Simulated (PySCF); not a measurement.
# Reading the logs of faulty runs: BGeH6NSi

All numbers below are calculated, not measured. They come from PySCF 2.14.0, an open-source quantum chemistry program, on an isolated molecule that a program drew, which may never have been made. The molecule is BGeH6NSi (charge 0, singlet), drawn as the SMILES string `BN=[SiH][GeH3]`.

Each row is a Hartree-Fock (HF) and frozen-core CCSD(T) single point in the cc-pV(D+d)Z basis, meant for a local HF minimum. Run 1 is clean. Each other run has one planted mistake out of seven kinds, and not every kind appears here: one electron removed, one electron added, multiplicity raised by two, geometry at a saddle point, minimal basis STO-3G, one bond length entered in bohr, all coordinates scaled. The reference is restricted for singlets and unrestricted otherwise, and also for a bond in bohr. Adding or removing an electron swaps singlet and doublet. Electrons count all cores. HOMO and LUMO are orbital energies over both spins, the gradient is its largest component, and the lowest frequency (negative if imaginary) is given only where the gradient is small. Bond lengths are over the 9 bonds as drawn. T1 is the CCSD diagnostic: over 0.02 (restricted) or 0.045 (unrestricted) a single reference is doubtful. Germanium has the cc-pVDZ-PP basis, with a core potential (ECP10MDF) in place of its 10 inner electrons, and its 3s, 3p and 3d shells are frozen in CCSD(T).

Geometry of the clean run:
```xyz
10
BGeH6NSi, angstrom
B    -1.2156    0.6244    1.3191
N    -0.2691   -0.1556    0.6778
Si    0.7769   -1.0351   -0.0764
Ge    0.4538   -1.8274   -2.3171
H    -2.0907    0.1094    1.9724
H    -1.1769    1.8279    1.2308
H     2.0473   -1.4337    0.5651
H     1.5695   -1.2806   -3.2115
H     0.5255   -3.3566   -2.3269
H    -0.9067   -1.3577   -2.8215
```

```
run  electrons  basis functions  <S^2>  HOMO (eV)  LUMO (eV)  gradient (hartree/bohr)  lowest frequency (cm^-1)  mean bond (Å)  longest bond (Å)      T1  HF (hartree)  CCSD(T) (hartree)                          mistake
  1         64              104  0.000      -9.66       1.35                  3.8e-05                        44         1.5359             2.399  0.0190    -664.93202         -665.44622                         no fault
  2         65              104  0.775      -0.50       7.62                  5.4e-02                         -         1.5359             2.399  0.0183    -664.91525         -665.43906               one electron added
  3         64              104  0.000      -9.82       1.61                  5.1e-02                         -         1.4576             2.276  0.0175    -664.90185         -665.40640           all coordinates scaled
  4         64              104  2.014      -7.85      -0.18                  4.9e-02                         -         1.6902             2.950  0.0197    -664.78647         -665.22075  one bond length entered in bohr
  5         63              104  0.764     -16.18      -6.88                  7.0e-02                         -         1.5359             2.399  0.0394    -664.63922         -665.10821                                ?
  6         64              104  2.041      -6.76      -0.21                  1.1e-01                         -         1.5359             2.399  0.0265    -664.85174         -665.32577                                ?
```

**Which mistake was planted in run 5, and what did it cost?**

It counts 63 electrons, one fewer than the clean run, at the same geometry and basis. So the mistake is: one electron removed. Subtracting run 1 and multiplying by 627.51 kcal/mol a hartree, the energy moved by 183.7 kcal/mol in HF and 212.1 kcal/mol in CCSD(T).

**Which mistake was planted in run 6, and what did it cost?**

Electrons, basis and geometry are unchanged, and <S^2> is 2.041, beside S(S+1) = 2.00 for a multiplicity of 3. So the mistake is: multiplicity raised by two. Subtracting run 1 and multiplying by 627.51 kcal/mol a hartree, the energy moved by 50.4 kcal/mol in HF and 75.6 kcal/mol in CCSD(T).

Cautions from the logs. Run 2: the added electron raises the CCSD(T) energy, so it isn't bound in this basis.
